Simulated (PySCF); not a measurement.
**Stationary points of NbO2**

All numbers come from PBE0 in PySCF with Nb def2-TZVP with ECP28, O def2-TZVP; scalar-relativistic core potentials, no spin–orbit coupling; density-fitted integrals.

Relaxations began from a few typed shapes; open shells are unrestricted. The search is not exhaustive: other isomers or separated fragments can lie lower, and high-lying points may rest on an excited occupation.

(1) Order these stationary points by electronic energy, lowest first, in kJ/mol from the lowest minimum.
A. broken-symmetry Ms = 1/2 (⟨S²⟩ 1.52) C2v: Nb–O 1.880 Å (×2), O–O 1.423 Å; Nb–O–O 67.8° (×2), O–Nb–O 44.5°
B. doublet C2v: Nb–O 1.700 Å (×2); O–Nb–O 104.9°
C. doublet D∞h: Nb–O 1.792 Å (×2); O–Nb–O 180.0°

(2) Which of them are minima?

Results:

(1) B (0.0), C (231.7), A (494.9).

(2) By energy in kJ/mol, 0.0: minimum; 231.7: saddle point, 2 imaginary modes; 494.9: minimum.

Formally Nb is in oxidation state +4, d1, with 1 unpaired electron. The Mulliken spin on Nb is 1.14. The polar-tensor charge on Nb, 1.66, is far below the formal one.

For the lowest minimum: open d and f shells are described by one determinant, and the ground state may have another occupation or spin.

The electron or spin density has lower symmetry than the nuclear frame for the doublet D∞h at 231.7 kJ/mol, broken-symmetry Ms = 1/2 (⟨S²⟩ 1.52) C2v at 494.9 kJ/mol.
